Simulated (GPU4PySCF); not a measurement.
C20H8O8, SMILES O=C1Cc2cc3c(cc2O1)/C(=C1\C(=O)Oc2cc4c(cc21)OC(=O)C4)C(=O)O3.

The structure is a stationary point at r2SCAN-D4/def2-SVP. One conformer was computed; it need not be the lowest.

Two levels are set side by side: TDA-PBE/def2-SVPD (GPU4PySCF) and TDA-M06-2X/def2-SVPD (GPU4PySCF). Vertical, same geometry. The lowest singlet is HOMO−1→LUMO 98 % with PBE and HOMO→LUMO 92 % with the other functional; states are paired by order. Differences are taken from unrounded values.

```csv
quantity,TDA-M06-2X
lowest singlet excitation (eV),2.90
lowest triplet excitation (TDA) (eV),1.74
first bright state (f over 0.05) (eV),2.90
its oscillator strength,0.52
```

What does TDA-PBE give, and how far is it from TDA-M06-2X? (Estimate from the structure and the level; the computed values follow.)


```json
[
 {"quantity": "lowest singlet excitation (eV)", "TDA-PBE": "1.97", "TDA-PBE minus TDA-M06-2X": "-0.94"},
 {"quantity": "lowest triplet excitation (TDA) (eV)", "TDA-PBE": "1.28", "TDA-PBE minus TDA-M06-2X": "-0.46"},
 {"quantity": "first bright state (f over 0.05) (eV)", "TDA-PBE": "1.97", "TDA-PBE minus TDA-M06-2X": "-0.93"},
 {"quantity": "its oscillator strength", "TDA-PBE": "0.12", "TDA-PBE minus TDA-M06-2X": "-0.40"}
]
```

A lower first singlet is the usual sign of a functional without exact exchange. Differences between two approximate levels are no errors against the true value.
